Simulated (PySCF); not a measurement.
First hyperpolarisability: SMILES N#CC([SiH3])=C=C[SiH3], C₄H₇NSi₂

Geometry:
```csv
atom,x (Å),y (Å),z (Å)
N1,1.167,3.161,1.109
C2,0.990,2.076,0.736
C3,0.845,0.722,0.310
Si4,2.239,-0.510,0.677
C5,-0.241,0.316,-0.325
C6,-1.313,-0.133,-0.912
Si7,-2.764,-0.818,0.072
H8,2.411,-0.635,2.153
H9,3.507,-0.018,0.067
H10,1.838,-1.816,0.082
H11,-1.366,-0.099,-2.009
H12,-3.005,-2.236,-0.329
H13,-2.431,-0.742,1.522
H14,-3.989,-0.020,-0.227
```

Computed, not measured: quadratic response CAM-B3LYP/aug-cc-pVDZ first hyperpolarisability, Taylor convention, gas phase in PySCF. Geometry: PBE0-D3(BJ)/def2-SVP.

(1) What is the first hyperpolarisability, and how does it disperse?

(2) Which lowest excitations, dipole and polarisabilities go with it?

Answers

(1) In 10⁻³⁰ esu, Taylor convention; the vector part is βᵢ = ⅓ Σⱼ (βᵢⱼⱼ + βⱼᵢⱼ + βⱼⱼᵢ); β∥ is 3/5 of the vector part along the dipole, the dipole points from − to +:
| process | λ (nm) | β vector norm | β∥ | β HRS | depolarisation ratio |
| --- | --- | --- | --- | --- | --- |
| static β(0;0,0) | ∞ | 1.24 | -0.66 | 0.54 | 4.23 |
| second harmonic β(−2ω;ω,ω) | 1907 | 1.31 | -0.70 | 0.57 | 4.24 |
| Pockels β(−ω;ω,0) | 1907 | 1.26 | -0.67 | – | – |
| second harmonic β(−2ω;ω,ω) | 1064 | 1.51 | -0.81 | 0.66 | 4.27 |
| Pockels β(−ω;ω,0) | 1064 | 1.32 | -0.70 | – | – |

(2) S1 5.32 eV (f = 0.002); S2 5.57 eV (f = 0.001); S3 5.98 eV (f = 0.405); dipole 4.61 D; isotropic α 115.5 au static, 116.0 au at 1907 nm, 117.1 au at 1064 nm, 117.5 au at 953.5 nm, 122.4 au at 532 nm.
